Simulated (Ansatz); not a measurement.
Molecular dynamics of BF2H3O

The input (input.yaml):

```yaml
crystal:
  periodic: [false, false, false]
  atoms:
    - { symbol: B, position_ang: [0.09594, 0.220482, 0.027742] }
    - { symbol: F, position_ang: [-0.012477, -0.023026, 1.673015] }
    - { symbol: O, position_ang: [1.324778, -0.130284, -0.456283] }
    - { symbol: H, position_ang: [1.272839, -0.905459, -1.042741] }
    - { symbol: F, position_ang: [-1.060097, -0.20828, -0.515164] }
    - { symbol: H, position_ang: [0.070868, 1.553355, 0.299937] }
    - { symbol: H, position_ang: [0.026449, 1.066814, 1.242795] }
basis:
  gaussian: { orbitals: def2-SVP }
hamiltonian:
  xc: pbe
  dispersion: d4
md:
  timestep: 0.5
  n_steps: 200
  ensemble: nve
  temperature: 300.0
  initial_velocities: maxwell_boltzmann
  seed: 9121
```

Run as:

```bash
$ ansatz run input.yaml --threads 1 --pin off --max-ram 2048MiB --backend cpu --events-out ev --progress --plain --runs-dir out
```

It starts at the highest image of a converged band. Of that band: The profile has 2 maxima (images 2, 7) with wells between them (image 4): this band takes more than one step, which may be the mechanism or a detour left from its start path. Neighbouring images differ by up to 1.2 eV, so the band resolves the path poorly. A vibrational analysis at the climbing image gives one clearly imaginary mode, 974i cm⁻¹: a first-order saddle point.

Output, in part (step lines, the closing report, with atoms numbered from 0):

```
md step     0: t =     0.00 fs  T =   300.0 K  F+E_penalty+E_count = -8193.27822323 eV  E_kin = 0.193890 eV  conserved = -8193.08433323 eV  (25 SCF iters)
[... lines left out ...]
Total energy: -8193.60982765 eV, -301.1096073380 hartree
Atom 0 at     0.147673     0.361233    -1.168844 Å, force     1.446316     0.427318    -0.872497 eV/Å
Atom 1 at    -0.112105    -0.143286     2.750587 Å, force     0.234642     0.094421    -0.220793 eV/Å
Atom 2 at     1.390792    -0.105518    -0.770048 Å, force    -1.707404    -0.248637     1.218454 eV/Å
Atom 3 at     1.237874    -0.631632     0.075610 Å, force     0.384854     0.395176    -0.946587 eV/Å
Atom 4 at    -1.005751    -0.096413    -0.684330 Å, force     0.008206    -0.093833     0.303088 eV/Å
Atom 5 at     0.164528     1.220018    -2.071480 Å, force    -0.193325    -0.468088     0.457141 eV/Å
Atom 6 at    -0.781366    -0.618023     3.187095 Å, force    -0.173288    -0.106356     0.061194 eV/Å
Dipole moment:    -0.235248    -0.332358     0.477103 e Å
```

The steps, from the saved trajectory:

| time (fs) | T (K) | potential energy less start (eV) | conserved less start (meV/atom) |
| --- | --- | --- | --- |
| 0 | 300 | 0.000 | 0.00 |
| 3 | 214 | 0.056 | 0.11 |
| 6 | 180 | 0.078 | 0.11 |
| 9 | 237 | 0.041 | 0.03 |
| 12 | 270 | 0.020 | 0.11 |
| 15 | 386 | -0.055 | 0.08 |
| 18 | 519 | -0.141 | 0.05 |
| 21 | 679 | -0.244 | 0.05 |
| 24 | 773 | -0.305 | 0.09 |
| 27 | 867 | -0.366 | 0.04 |
| 30 | 909 | -0.393 | 0.09 |
| 33 | 1010 | -0.458 | 0.06 |
| 36 | 1053 | -0.486 | 0.03 |
| 39 | 1014 | -0.461 | 0.09 |
| 42 | 964 | -0.428 | 0.08 |
| 45 | 925 | -0.404 | 0.02 |
| 48 | 848 | -0.354 | 0.10 |
| 51 | 761 | -0.297 | 0.12 |
| 54 | 800 | -0.323 | 0.00 |
| 57 | 803 | -0.325 | 0.11 |
| 60 | 872 | -0.369 | 0.09 |
| 63 | 897 | -0.386 | 0.02 |
| 66 | 891 | -0.382 | 0.06 |
| 69 | 866 | -0.365 | 0.14 |
| 72 | 918 | -0.399 | -0.01 |
| 75 | 815 | -0.332 | 0.07 |
| 78 | 772 | -0.304 | 0.11 |
| 81 | 777 | -0.308 | 0.05 |
| 84 | 751 | -0.291 | 0.05 |
| 87 | 706 | -0.261 | 0.11 |
| 90 | 729 | -0.277 | 0.07 |
| 93 | 771 | -0.304 | 0.06 |
| 96 | 795 | -0.319 | 0.08 |
| 99 | 828 | -0.341 | 0.04 |

All steps were run. The conserved energy stayed within 0.15 meV per atom of its start (net change 0.059 meV per atom), so the integration is sound. The kinetic energy rose, since the run started high on the potential surface and went downhill. It ends in pieces (BFH2O + FH), so much of that is their flight and rotation, not heat. A run of 0.1 ps of so small a system gives no equilibrium averages. The orbitals stay closed-shell, which can raise the energy where a bond breaks towards radicals; this wasn't checked here.

Between its relaxed ends the band would form B1–H6, F2–H7 and break B1–F2, H6–H7. These pairs go: B1–H6 1.36 → 1.25 Å, F2–H7 1.17 → 0.93 Å, B1–F2 1.67 → 3.96 Å, H6–H7 1.06 → 5.65 Å. In the last frame they stand as after the step (other bonds may differ from the relaxed reactants and products). It ends as BFH2O + FH. Pairs count as bonded within 1.25 times the sum of covalent radii (0.12 Å more for H–H).

Last frame:

```xyz
7
Properties=species:S:1:pos:R:3
B 0.148 0.361 -1.169
F -0.112 -0.143 2.751
O 1.391 -0.105 -0.770
H 1.238 -0.632 0.076
F -1.006 -0.096 -0.684
H 0.165 1.220 -2.071
H -0.781 -0.618 3.187
```

Time of the run: 4.9 min on 1 thread of Arm Neoverse V1 (shared host), peak memory 0.11 GiB.
